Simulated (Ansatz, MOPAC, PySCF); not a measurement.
Lewis adduct: GaH3 (SMILES [GaH3]) (first 4 atoms) with CH4O (SMILES CO); geometry from B3LYP-D3(BJ)/def2-TZVP, rigid monomers moved along the line of their centres of mass till Ga1···O6 is 1.96 Å.
(charge 0, multiplicity 1):
```xyz
10

Ga    -0.06009    -0.85087     0.70335
H     -1.29185     0.02848     0.26728
H     -0.34587    -2.20268     1.47658
H      1.33152    -0.68725    -0.02213
C     -0.39293     0.17129     3.39381
O      0.48837     0.21858     2.25638
H     -0.46504    -0.84349     3.78711
H     -1.36752     0.49111     3.03500
H     -0.04274     0.85869     4.16381
H      1.38603    -0.01324     2.52170
```

Monomers are frozen at their geometry in the pair; levels with a basis set take the counterpoise correction. Rows marked so take none.

Rows in 3-21G, 6-31G* carry no dispersion term and start afresh at each structure (6-31G* with six Cartesian d functions); the Pople sets are all-electron and without relativity. The state that PM3 reach isn't checked.

Programs: Ansatz (a program for electronic structure) with Gaussian orbitals; MOPAC for PM3 (differences of heats of formation); PySCF for 3-21G rows, 6-31G* rows. 

Task: One of these levels gives -17.22 kcal/mol for the interaction energy. Name it.
A. HF/6-31G*
B. HF/3-21G (no counterpoise)
C. r2SCAN/def2-TZVPPD
D. PM3

Result: C, r2SCAN/def2-TZVPPD. The others give -40.20 (PM3), -33.36 (HF/3-21G (no counterpoise)), -10.71 (HF/6-31G*)
